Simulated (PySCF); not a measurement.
## Spinor energies of Ar³⁺ (argon, charge +3)

Start: [Ne] 3s2 3p3; 3p1/2 filled at m_j = -1/2, +1/2; 3p3/2 filled at m_j = +3/2. Calculated with PySCF 2.14 in an even-tempered Gaussian basis (21 s from 0.092 bohr⁻², ratio 2.4; 14 p from 0.12 bohr⁻², ratio 2.4; 5 d from 1.2 bohr⁻², ratio 2.6; 5 f from 1.8 bohr⁻², ratio 2.6): generalised Hartree-Fock with the X2C-1e Hamiltonian and a Gaussian nucleus; one run each with spin-orbit coupling (SO) switched off, then screened by Boettger's factors.

```tsv
spinor shell	electrons	ε, spin-free (eV)	ε, screened SO (eV)	weight of nominal j (screened SO)	rms radius, screened SO (bohr)
1s1/2	2	-3289.9	-3289.9	1.000	0.0991
2s1/2	2	-385.50	-385.50	1.000	0.445
2p1/2	2	-308.24	-310.37	0.837	0.414
2p3/2	4	-308.24	-307.18	0.918	0.417
3s1/2	2	-73.949	-73.948	1.000	1.39
3p1/2	2	-59.226	-59.273	0.520	1.50
3p3/2	1	-59.226	-59.133	1.000	1.50
```

| quantity | spin-free | screened SO |
| --- | --- | --- |
| E (hartree) | -525.68080 | -525.68264 |
| M_J | 3/2 | 3/2 |
| ⟨J²⟩ | 3.751 | 3.751 |
| ⟨L²⟩ | 0.000 | 0.002 |
| ⟨S²⟩ | 3.751 | 3.748 |

Each row is a mean over spinors that exchange with the open shell spreads, by up to 12.428 eV (3s1/2).

Rows whose weight is well below 1 are mixtures of j = l ± 1/2: exchange outweighs spin-orbit coupling there, and the label is only the starting occupation.

Without spin-orbit coupling the j labels of p, d and f shells carry no meaning; the spin-free column gives the mean over the occupied spinors of each nl shell.
